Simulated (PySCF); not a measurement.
Compound: C2H5SSi (doublet state).
SMILES with atom numbers: `[CH2:1]=[C:2][S:3][SiH3:4]` (hydrogens: H5, H6 on C1; H7, H8, H9 on Si4)

Cartesian coordinates in Å at the GFN2-xTB level; atoms count from 1:
```xyz
9
C2H5SSi angstrom
C      2.166   -0.100    0.302
C      0.964    0.399    0.324
S     -0.118    1.143   -0.737
Si    -1.861   -0.035   -0.197
H      2.637   -0.444    1.210
H      2.760   -0.225   -0.601
H     -2.032    0.098    1.243
H     -2.915    0.585   -0.982
H     -1.587   -1.413   -0.586
```

The hyperfine couplings belong to this conformer and change with its torsions.

Theory: UKS B3LYP, pcH-1 on C H S Si, non-relativistic, mean-field spin-orbit, GIAO (PySCF). Isolated species at its GFN2-xTB geometry (one conformer only). The geometry wasn't refined by DFT: couplings that depend on bond lengths, twists or pyramidal angles can differ widely from those at the functional's own minimum. The SCF solution wasn't tested for stability.

(1) The isotropic 13C couplings are +318.2, +17.2 MHz. Assign them to C1; C2.

(2) The isotropic 1H couplings, averaged over equivalent nuclei, are +143.5, +83.7, +3.0 MHz. Assign them to H5; H6; H7/H8/H9.

Answers

(1) 
| site | a_iso (MHz) | ρ(0) (bohr⁻³) | position | distance from C2 (Å) | spin population | largest \|T\| (MHz) |
| --- | --- | --- | --- | --- | --- | --- |
| C1 | +17.2 | +0.0153 | 1 bond from C2 | 1.30 | -0.11 | 14.9 |
| C2 | +318.2 | +0.2830 | largest spin population | 0.00 | +0.82 | 123.7 |

(2) 
```csv
site,a_iso (MHz),ρ(0) (bohr⁻³),position,distance from C2 (Å),bound to,spin population there,largest |T| (MHz)
H5,+83.7,+0.0187,"2 bonds from C2, on C1 of spin population -0.11",2.07,C1,-0.11,11.4
H6,+143.5,+0.0321,"2 bonds from C2, on C1 of spin population -0.11",2.11,C1,-0.11,6.0
H7/H8/H9,+3.0,+0.0007,3 bonds from C2,3.50,Si4,+0.02,3.9
```

ρ(0) is the spin density at the nucleus and T the dipolar tensor; a_iso includes a spin–orbit part; entries for several nuclei are means. The largest Mulliken spin populations are on C2 (+0.82), S3 (+0.15), C1 (-0.11) and H6 (+0.08).

Examples of negative spin density at the nucleus (bohr⁻³): S3 (-0.0017).

Class means assume fast exchange of nuclei equivalent by connectivity; if that motion is slow, each nucleus keeps its own coupling.
